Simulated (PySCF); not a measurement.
Two species compared at the same levels of theory.

First species: 1-ethynylcyclohexene, C8H10.
Structure used (GFN2-xTB), in Å, numbered top down from 1:
```xyz
18
C8H10 angstrom
C      3.5497    0.6914   -0.4174
C      2.3613    0.5265   -0.3667
C      0.9662    0.2926   -0.3128
C      0.1064    1.2969   -0.1388
C     -1.3767    1.1183   -0.0842
C     -1.7989   -0.2518   -0.6086
C     -0.9088   -1.3306   -0.0009
C      0.5293   -1.1398   -0.4730
H      4.5855    0.8516   -0.4577
H      0.4771    2.3054   -0.0142
H     -1.8613    1.9120   -0.6599
H     -1.7060    1.2337    0.9551
H     -1.6976   -0.2733   -1.6960
H     -2.8464   -0.4392   -0.3640
H     -0.9482   -1.2564    1.0884
H     -1.2642   -2.3232   -0.2849
H      0.6176   -1.4187   -1.5285
H      1.2063   -1.7891    0.0879
```

Second species: Dichloromaleic anhydride, C₄Cl₂O₃.
Numbering: `[O:1]=[C:2]1[O:3][C:4](=[O:5])[C:6]([Cl:7])=[C:8]1[Cl:9]`

Structure used (GFN2-xTB), in Å, numbered top down from 1:
```
atom  x, y, z in Å
O1     2.2570   -1.1255    0.0056
C2     1.1471   -0.7102    0.0017
O3     0.0330   -1.5113   -0.0034
C4    -1.1134   -0.7569   -0.0074
O5    -2.2052   -1.2178   -0.0106
C6    -0.6873    0.6768   -0.0061
Cl7   -1.8056    1.9360   -0.0127
C8     0.6619    0.7049    0.0006
Cl9    1.7261    2.0099    0.0073
```

Levels: PBE0/def2-SVPD for HOMO energy, LUMO energy, HOMO–LUMO gap and static isotropic polarisability; TDDFT PBE0/def2-SVPD for lowest singlet excitation; TDA PBE0/def2-SVPD for lowest triplet excitation (Tamm–Dancoff). Geometries: GFN2-xTB. Each structure is a single optimised conformer of the isolated species, non-relativistic unless stated. Electronic properties by PySCF.

```
                                property  column X  column Y
                             HOMO energy  -6.61 eV  -8.75 eV
                             LUMO energy  -0.49 eV  -3.69 eV
                           HOMO–LUMO gap   6.12 eV   5.06 eV
               lowest singlet excitation   5.56 eV   4.00 eV
lowest triplet excitation (Tamm–Dancoff)   3.45 eV   2.88 eV
         static isotropic polarisability   92.6 au   83.7 au
```

**Question.** Which column belongs to which species?

**Answer.** Column X is the first species and column Y the second. The first has 18 atoms and 58 electrons, the second 9 and 82.

**Question.** How does each property change from the first species to the second?

**Answer.** HOMO energy -2.14 eV; LUMO energy -3.20 eV; HOMO–LUMO gap -1.06 eV; lowest singlet excitation -1.56 eV; lowest triplet excitation (Tamm–Dancoff) -0.57 eV; static isotropic polarisability -8.9 au.

On the first: The principal polarisabilities are 65.7, 85.2 and 126.8 au; their mean is the isotropic value. The polarisability is 13.72 Å³ as a volume (1 au = 0.148185 Å³), or 1.60 au for each of the 58 electrons.

On the second: The vertical singlet–triplet gap S1 − T1 is 1.12 eV (TDDFT singlet less Tamm–Dancoff triplet; S1: HOMO−1→LUMO, weight 0.98; T1: HOMO→LUMO, weight 0.95). No computed singlet falls in the visible range (750 to 380 nm, 1.65 to 3.26 eV); S1 lies 0.74 eV above its blue end.
